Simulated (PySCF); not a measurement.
Si(H)(Me)(OH)(OMe) (C2H8O2Si), SMILES O[SiH](OC)C. Atoms are numbered in the order given.

```xyz
13

Si     0.2564     0.3415    -0.3402
C      1.9791    -0.2712    -0.6838
O      0.3627     1.4696     0.9041
O     -0.6433    -1.0091     0.0972
C     -2.0252    -0.9643     0.3761
H     -0.4247     0.9863    -1.5256
H      1.9658    -1.0718    -1.4494
H      2.6284     0.5520    -1.0420
H      2.4230    -0.6852     0.2438
H     -0.4014     2.0626     0.9982
H     -2.2469    -0.3967     1.3104
H     -2.4001    -1.9997     0.5153
H     -2.6129    -0.5001    -0.4522
```
Charge 0, spin multiplicity 1.

Geometry optimised at PBE-D3(BJ)/def2-SVP. The values are those of a single conformer.

Two levels are set side by side: PBE/pcSseg-1 (PySCF) and HF/pcSseg-1 (PySCF). GIAO shifts against H2O (¹⁷O), TMS (²⁹Si), TMS (¹H), TMS (¹³C) at the same level; non-relativistic, no solvent, atoms listed together averaged. Differences are taken from unrounded values.

```json
[
 {"quantity": "δ(²⁹Si) of Si1 (ppm)", "PBE": "-2.8"},
 {"quantity": "δ(¹³C) of C2 (ppm)", "PBE": "0.7"},
 {"quantity": "δ(¹⁷O) of O3 (ppm)", "PBE": "73.2"},
 {"quantity": "δ(¹⁷O) of O4 (ppm)", "PBE": "68.1"},
 {"quantity": "δ(¹³C) of C5 (ppm)", "PBE": "58.2"},
 {"quantity": "δ(¹H) of H6 (ppm)", "PBE": "5.70"},
 {"quantity": "δ(¹H) of H10 (ppm)", "PBE": "2.43"}
]
```

### Question
These are the PBE values. What does HF give? (An estimate is asked for; the answer gives what the named calculation found.)

### Answer

| quantity | HF | PBE minus HF |
|---|---|---|
| δ(²⁹Si) of Si1 (ppm) | -13.1 | 10.3 |
| δ(¹³C) of C2 (ppm) | 1.3 | -0.6 |
| δ(¹⁷O) of O3 (ppm) | 42.7 | 30.5 |
| δ(¹⁷O) of O4 (ppm) | 16.9 | 51.2 |
| δ(¹³C) of C5 (ppm) | 51.0 | 7.2 |
| δ(¹H) of H6 (ppm) | 4.69 | 1.02 |
| δ(¹H) of H10 (ppm) | 2.57 | -0.14 |

Rough cost on one machine, each run with all the roots and properties that it gave: HF against PBE within a factor of 2.
